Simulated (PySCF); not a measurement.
**In(2+) (indium, charge +2) across methods**

[Kr] 4d10 5s1, 2S determinant. All numbers are calculated (PySCF 2.14, the spin-free X2C one-electron Hamiltonian (Gaussian nucleus), in aug-cc-pwCVTZ-DK3 (10s9p7d4f1g, 109 functions)).

```tsv
method	E (hartree)	mean ε 4d α (eV)	mean ε 4d β (eV)	mean ε 5s α (eV)	Σ⟨r²⟩ (bohr²)	⟨S²⟩
PW91	-5880.31	-36.728	-36.443	-24.255	32.28	0.751
r2SCAN	-5879.84	-37.207	-36.894	-24.355	32.16	0.751
PBE	-5879.43	-36.644	-36.361	-24.142	32.29	0.750
UHF	-5877.22222	-45.334	-45.120	-26.777	32.38	0.751
LDA	-5873.97	-36.862	-36.607	-24.536	32.26	0.750
PBE0	-5879.51	-39.107	-38.840	-24.974	32.22	0.751
M06-2X	-5880.36	-41.662	-41.433	-25.663	32.30	0.750
CAM-B3LYP	-5880.15	-40.517	-40.297	-26.471	32.31	0.750
```
